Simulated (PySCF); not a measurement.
# Simulated absorption spectrum

C₅H₁₀O₂.
Z-matrix (Å and degrees, GFN2-xTB geometry), rows numbered from 1:
```
C 
C   1  1.5276
C   2  1.5328  1  110.44
C   2  1.5328  1  110.41  3  -121.99
C   2  1.5209  1  109.24  3   119.01
O   5  1.2015  2  125.80  1    -0.00
O   5  1.3414  2  112.42  1  -179.98
H   1  1.0870  2  110.40  3  -178.81
H   1  1.0870  2  110.44  3   -59.48
H   1  1.0870  2  110.10  3    60.89
H   3  1.0879  2  110.53  1    58.89
H   3  1.0874  2  109.70  1   -60.76
H   3  1.0869  2  110.49  1   179.27
H   4  1.0867  2  110.47  1  -179.07
H   4  1.0874  2  109.77  1    60.94
H   4  1.0878  2  110.43  1   -58.70
H   7  0.9699  5  109.87  2   179.88
```

The calculation used PySCF, TDDFT CAM-B3LYP/def2-SVPD, vertical, gas phase, core orbitals frozen in the response.

Each state is given a Gaussian of 0.3 eV full width at half maximum, with ε(max) = 2.175×10⁸ f / Δν̃ (Δν̃ the width in cm⁻¹). The width is an assumption, not a result. The curve ends short of the highest state used, and states not computed would add to its high-energy end.

λ (nm), ε (L mol⁻¹ cm⁻¹) and a bar:
```
    147.5       5751 ##############################
    149.0       4662 ########################
    150.5       2497 #############
    152.0        898 #####
    153.5        222 #
    155.0         39 
    156.5          6 
    158.0          9 
    159.5         54 
    161.0        242 #
    162.5        778 ####
    163.9       1727 #########
    165.4       3010 ################
    166.9       3919 ####################
    168.4       3868 ####################
    169.9       2936 ###############
    171.4       1738 #########
    172.9        813 ####
    174.4        304 ##
    175.9         92 
    177.4         23 
    178.8          5 
    180.3          1 
    181.8          0 
    183.3          0 
    184.8          0 
    186.3          0 
    187.8          0 
    189.3          0 
    190.8          0 
    192.3          0 
    193.7          0 
    195.2          0 
    196.7          0 
    198.2          1 
    199.7          2 
    201.2          5 
    202.7         12 
    204.2         24 
    205.7         41 
    207.2         62 
    208.6         82 
    210.1         99 #
    211.6        106 #
    213.1        102 #
    214.6         89 
    216.1         71 
    217.6         51 
    219.1         34 
    220.6         20 
    222.1         11 
    223.5          6 
    225.0          3 
    226.5          1 
    228.0          1 
    229.5          0
```

Task: Locate the maxima and give the states behind the curve.

Result: 212 nm (5.85 eV), ε about 110, made up of S1 (100%); 168 nm (7.40 eV), ε about 4000, made up of S2 (100%) (ε in L mol⁻¹ cm⁻¹; maxima over ε = 5, shares over 10%). At its high-energy end, 8.40 eV, the curve is still rising (ε about 5700, from S4). The states used: S1 5.85 eV (f 0.0012); S2 7.40 eV (f 0.045); S3 8.39 eV (f 0.0018); S4 8.40 eV (f 0.061); S5 8.71 eV (f 0.0081); S6 8.83 eV (f 0.098); S7 8.92 eV (f 0.028); S8 9.00 eV (f 0.0004).

Task: Does any computed singlet lie in the visible range?

Result: No computed singlet lies in the visible range (380 to 750 nm); the lowest, at 212 nm, stands 2.59 eV above its violet end (3.26 eV).

Task: On this curve, what absorbance would a 10⁻⁴ mol/L sample give at 222 nm over a 1 cm path?

Result: 222 nm is 5.585 eV, where ε is about 12 L mol⁻¹ cm⁻¹, so A = ε c l ≈ 0.0012 (Beer–Lambert, with the gas-phase spectrum and the assumed width).

Task: Coming from long wavelengths, where does ε first pass 100 L mol⁻¹ cm⁻¹?

Result: At about 213 nm (5.81 eV), 0.04 eV below S1.

Hardware: one thread, Arm Neoverse V2, shared host. Cost: 54 s.

One conformer stands for the species.
